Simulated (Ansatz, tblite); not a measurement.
Spin states of Al3P4⁻ (the lowest singlet isomer of a short search), each relaxed with r2SCAN-D4/def2-SVPD in Ansatz. Electronic energies in the gas phase.

The xTB rows come from tblite. Correlated methods freeze 35 core orbitals. The rows differ in basis, and correlated rows in double-zeta sets carry the largest basis error. In CCSD on the charge -1 quintet the largest single amplitude is 0.32, so its Hartree–Fock determinant may place the open shell otherwise than the density functionals do. The structure comes from a short search, and lower isomers may exist.

Singlet geometry (Cs within 0.1 Å):

Cartesian coordinates in Å:
```
Al 0.704 -0.660 -1.323
Al 0.105 1.461 0.731
Al -0.745 -1.022 0.837
P -0.568 0.414 2.617
P 0.306 -2.668 -0.363
P -1.073 0.861 -1.202
P 1.270 1.615 -1.297
```

Triplet geometry:

```xyz
7

Al    0.978    1.243   -0.889
Al   -0.908   -1.589   -0.505
Al   -0.219    0.413    1.284
P    -2.007   -0.998    1.474
P     0.249    2.586    0.804
P     1.411   -1.040    0.003
P     0.496   -0.616   -2.170
```

Quintet geometry (Cs within 0.1 Å):

```tsv
atom	x (Å)	y (Å)	z (Å)
Al1	-1.578	0.378	0.766
Al2	0.581	-0.597	-1.588
Al3	1.241	0.606	0.888
P4	2.247	-1.294	-0.202
P5	-0.304	-0.145	2.578
P6	-0.455	1.512	-1.043
P7	-1.733	-0.460	-1.399
```

⟨S²⟩: triplet 2.03 at PBE0-D4/def2-TZVPD (pure 2.00), quintet 6.03 at PBE0-D4/def2-TZVPD (pure 6.00).

Run but left out: HF/STO-3G (triplet: ⟨S²⟩ 2.60, where a pure state has 2.00); HF/def2-SVPD, HF/def2-TZVPD, MP2/def2-SVPD, MP2/def2-TZVPD (triplet: a determinant that CCSD turns far, T1 0.047); HF/STO-3G, HF/def2-SVPD, HF/def2-TZVPD, MP2/def2-SVPD, MP2/def2-TZVPD (quintet: a determinant that CCSD turns far, T1 0.058).

Only these spin states were relaxed. The triplet has other bonds than the singlet, so the gap mixes isomer and spin. The quintet has other bonds than the singlet, so the gap mixes isomer and spin.

```json
{"level": "GFN1-xTB", "triplet − singlet (kJ/mol)": "59.9", "quintet − singlet (kJ/mol)": "237.7", "lowest of these": "singlet"}
{"level": "PBE-D4/def2-TZVPD", "triplet − singlet (kJ/mol)": "38.7", "quintet − singlet (kJ/mol)": "165.0", "lowest of these": "singlet"}
{"level": "r2SCAN-D4/def2-TZVPD", "triplet − singlet (kJ/mol)": "38.8", "quintet − singlet (kJ/mol)": "153.8", "lowest of these": "singlet"}
{"level": "PBE0-D4/def2-TZVPD", "triplet − singlet (kJ/mol)": "48.2", "quintet − singlet (kJ/mol)": "170.9", "lowest of these": "singlet"}
```

Estimate the rows for GFN2-xTB, BHLYP-D4/def2-TZVPD, CCSD/def2-SVPD, CCSD(T)/def2-SVPD.


| level | triplet − singlet (kJ/mol) | quintet − singlet (kJ/mol) | lowest of these | remarks |
| --- | --- | --- | --- | --- |
| GFN2-xTB | 124.2 | 308.8 | singlet | – |
| BHLYP-D4/def2-TZVPD | 52.4 | 174.0 | singlet | – |
| CCSD/def2-SVPD | 54.8 | 176.0 | singlet | large T1 (0.031) (singlet), large T1 (0.047) (triplet), large T1 (0.058) (quintet) |
| CCSD(T)/def2-SVPD | 57.1 | 185.4 | singlet | large T1 (0.031) (singlet), large T1 (0.047) (triplet), large T1 (0.058) (quintet) |

The xTB methods have no term that favours high spin, so they put low spin too low.
